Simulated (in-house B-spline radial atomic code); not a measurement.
Computed with a B-spline radial atomic code. Model: two electrons, singlet ground state, non-relativistic, full CI in B-splines with partial waves to l = 8 (at full coupling up to 3e-4 hartree above the limit, correlation up to 0.6 % small), density held at that of full coupling by Lieb maximisation.

Along the adiabatic connection the electron repulsion is scaled by a coupling λ while a local potential keeps the density fixed. At λ = 0 the system is the Kohn-Sham one and W equals the exchange energy; the exchange-correlation energy is the area under W between 0 and 1. The kinetic energy rises with λ as the electrons avoid each other, with dT/dλ = −λ dW/dλ.

Command:
```bash
python run_ac.py task.json out
```
Settings (lengths in bohr, energies in hartree):
```
potential              gauss
strength               22.8
lmax                   8
second                 0.977
```

Time taken, with all properties: 15 s on 1 thread of Intel(R) Xeon(R) Processor @ 2.30GHz (shared host).

**W = mean repulsion less Hartree energy, and W of three functionals.**

Given: confinement Gaussian well; well depth 22.8 hartree; well width 0.977 bohr; external potential -V exp(-r^2/w^2).

Computed: LDA exchange minus exact 266.89 millihartree; PBE exchange minus exact 76.101 millihartree.

```
coupling  W xc (hartree)  W xc minus exchange (millihartree)  kinetic minus Kohn-Sham (millihartree)  LDA (PW92) W minus its exchange (millihartree)  PBE W minus its exchange (millihartree)  SCAN W minus its exchange (millihartree)
       0         -1.8244                                   0                                       0                                               0                                        0                                         0
    0.02         -1.8263                              -1.938                                       0                                          -13.41                                    -3.09                                      -1.9
    0.05         -1.8292                              -4.826                                     0.1                                          -27.99                                    -7.64                                      -4.7
    0.12         -1.8359                              -11.48                                     0.7                                          -54.86                                   -17.86                                    -11.09
    0.25         -1.8479                             -23.528                                     2.9                                           -93.7                                   -35.66                                    -22.53
     0.4         -1.8614                             -36.947                                     7.3                                         -129.86                                   -54.68                                    -35.16
     0.6         -1.8785                             -54.075                                    15.8                                         -170.05                                   -78.05                                     -51.2
     0.8         -1.8948                             -70.379                                    27.2                                         -204.39                                   -99.56                                    -66.41
       1         -1.9103                             -85.909                                    41.2                                         -234.65                                  -119.55                                     -80.9
     1.4               ?                                   ?                                       ?                                               ?                                        ?                                         ?
       2         -1.9779                             -153.49                                   141.3                                         -350.04                                   -202.9                                   -144.39
       3          -2.032                             -207.62                                   275.6                                         -432.13                                  -267.58                                   -196.41
     4.5         -2.0953                             -270.88                                   510.6                                         -522.98                                  -343.04                                   -259.28
       7               ?                                   ?                                       ?                                               ?                                        ?                                         ?
      10         -2.2299                             -405.49                                  1437.5                                         -714.16                                  -511.18                                   -402.49
```

Problem. What belongs in the row 1.4?

Solution. W xc (hartree): -1.9392; W xc minus exchange (millihartree): -114.83; kinetic minus Kohn-Sham (millihartree): 75.8; LDA (PW92) W minus its exchange (millihartree): -286.58; PBE W minus its exchange (millihartree): -155.79; SCAN W minus its exchange (millihartree): -107.94.

Problem. What belongs in the row 7?

Solution. W xc (hartree): -2.1699; W xc minus exchange (millihartree): -345.45; kinetic minus Kohn-Sham (millihartree): 933.1; LDA (PW92) W minus its exchange (millihartree): -628.11; PBE W minus its exchange (millihartree): -434.23; SCAN W minus its exchange (millihartree): -336.99.

Problem. What is the SCAN exchange minus exact?

Solution. 8.6721 millihartree.

**Energy parts, natural occupations and partial-wave weights.**

Computed: exchange energy -1.8244 hartree; correlation energy -0.04473 hartree; kinetic part of the DFT correlation energy 0.041178 hartree; kinetic part over minus potential part 0.47933; Hartree energy 3.6488 hartree; Kohn-Sham kinetic 7.7348 hartree; Lieb Oxford ratio E_xc over LDA exchange 1.2001.

| natural | occupation of the shell (electrons) |
| --- | --- |
| s | 1.9945 |
| p | 0.0047851 |
| s | 0.0003559 |
| d | ? |
| p | 5.2467e-05 |
| f | 2.7871e-05 |

Problem. What belongs in the row d?

Solution. occupation of the shell (electrons): 0.00021185.

| wave | weight |
| --- | --- |
| s | 0.99745 |
| p | 0.0024206 |
| d | 0.00011172 |
| f | ? |
| g | 3.5728e-06 |

Problem. What belongs in the row f?

Solution. weight: 1.5566e-05.

Problem. What is the initial slope twice GL2?

Solution. -0.097142 hartree.

Problem. What is the total energy?

Solution. -25.0860 hartree.

Half-way to full coupling W has made 53 % of its drop, against 50 % for a straight line, and second-order (GL2) theory, half the initial slope, overshoots the correlation energy by about 9 %: a moderate bend, as in light atoms. Over couplings 0 to 1 the errors in E_xc come to about +170 millihartree for LDA, +56 millihartree for PBE, +11 millihartree for SCAN, so SCAN is nearest. In LDA and PBE the errors of exchange and correlation have opposite signs, so the sum is smaller than the larger of the two.
